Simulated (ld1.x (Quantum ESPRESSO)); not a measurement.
**Logarithmic derivatives: mercury, TM**

| Property | Result |
| --- | --- |
| Element | mercury (Hg) |
| Generator | ld1.x (Quantum ESPRESSO) 7.5 |
| Type | norm-conserving Troullier–Martins (Kleinman–Bylander form) |
| Functional | Wu–Cohen |
| Relativity | fully relativistic |
| Frozen core | [Kr] 4d10 4f14 |
| Valence charge | 20 |
| Reference configuration | 5s2 5p6 5d10 6s2 6p0 |
| Partial waves | 5s (bound): rc 1.20 bohr; 5d (bound): rc 1.30 bohr; 5p (bound): rc 1.25 bohr |
| Local potential | the p channel |
| Core correction | a·sin(br)/r model core inside 0.70 bohr |

Open shells are filled in proportion to 2j + 1 (rel_dist='average').

Occupied shells without a wave of their own: 6s. They enter only through the test configuration that unscreens the potential, and ld1.x also counts them in the model core charge.

The phase is arctan(r·u′/u) with u = r·R(r), unwrapped; energies in Ry, scanned from -11 to 5 Ry. A pole is an energy at which the radial function vanishes at the test radius. The pseudo phase is shifted by a multiple of π to meet the all-electron one at the reference energy, and phase errors are pseudo minus all-electron; the curves can meet again beyond the range given. Levels narrower than the energy grid can be missing from the lists of poles.

Q: For each channel, where are the poles, and over which energies does the pseudopotential scatter like the atom?

A:

```tsv
channel	radius (bohr)	reference energy (Ry)	poles, all-electron	poles, pseudo	unbroken range about the reference energy with phases within 0.05 rad	phase error 1 Ry above the reference energy (rad)
s	1.40	-8.67	-7.00	-7.04	below -1.8	-0.002
p1/2	1.40	-5.88	-3.60	-2.07	not even at the reference energy	+0.279
p3/2	1.40	-4.53	-1.27	-2.07	not even at the reference energy	-0.082
d3/2	1.40	-0.81	4.59	4.66	the whole range	+0.001
d5/2	1.40	-0.67	none	none	the whole range	-0.000
```

A Bessel basis up to 400 Ry misses an occupied level by 2.39 Ry, so cutoffs and ghosts were not judged. The potential misses its own reference levels by up to 12.9 eV, so it is not fit for use. ld1.x takes every shell without a wave as core, so the model core holds the 6s electrons as well and exchange and correlation see them twice. This cancels in the reference configuration, but the file is broken for other ones, and its errors say nothing about a proper core correction.

Phases in the p1/2 channel:

```tsv
E (Ry)	all-electron	pseudo
-11.00	1.226	1.242
-10.76	1.214	1.232
-10.52	1.199	1.221
-10.28	1.183	1.208
-10.04	1.165	1.195
-9.80	1.143	1.179
-9.56	1.118	1.162
-9.32	1.089	1.143
-9.08	1.054	1.121
-8.84	1.010	1.095
-8.60	0.956	1.065
-8.36	0.886	1.029
-8.12	0.795	0.986
-7.88	0.672	0.933
-7.64	0.504	0.868
-7.40	0.274	0.785
-7.16	-0.019	0.678
-6.92	-0.343	0.538
-6.68	-0.637	0.355
-6.44	-0.867	0.124
-6.20	-1.036	-0.143
-5.96	-1.160	-0.415
-5.72	-1.252	-0.655
-5.48	-1.322	-0.850
-5.24	-1.377	-0.999
-5.00	-1.421	-1.113
-4.76	-1.457	-1.202
-4.52	-1.488	-1.271
-4.28	-1.514	-1.327
-4.04	-1.536	-1.372
-3.80	-1.556	-1.411
-3.56	-1.573	-1.443
-3.32	-1.589	-1.470
-3.08	-1.603	-1.495
-2.84	-1.617	-1.516
-2.60	-1.629	-1.535
-2.36	-1.640	-1.552
-2.12	-1.651	-1.568
-1.88	-1.661	-1.582
-1.64	-1.670	-1.595
-1.40	-1.680	-1.607
-1.16	-1.689	-1.619
-0.92	-1.697	-1.630
-0.68	-1.706	-1.640
-0.44	-1.714	-1.650
-0.20	-1.722	-1.660
0.04	-1.730	-1.669
0.28	-1.739	-1.678
0.52	-1.747	-1.687
0.76	-1.755	-1.696
1.00	-1.764	-1.705
1.24	-1.772	-1.713
1.48	-1.781	-1.722
1.72	-1.790	-1.731
1.96	-1.799	-1.740
2.20	-1.808	-1.749
2.44	-1.818	-1.758
2.68	-1.828	-1.768
2.92	-1.839	-1.777
3.16	-1.850	-1.788
3.40	-1.862	-1.798
3.64	-1.874	-1.809
3.88	-1.888	-1.821
4.12	-1.902	-1.833
4.36	-1.917	-1.846
4.60	-1.933	-1.860
4.84	-1.951	-1.875
```
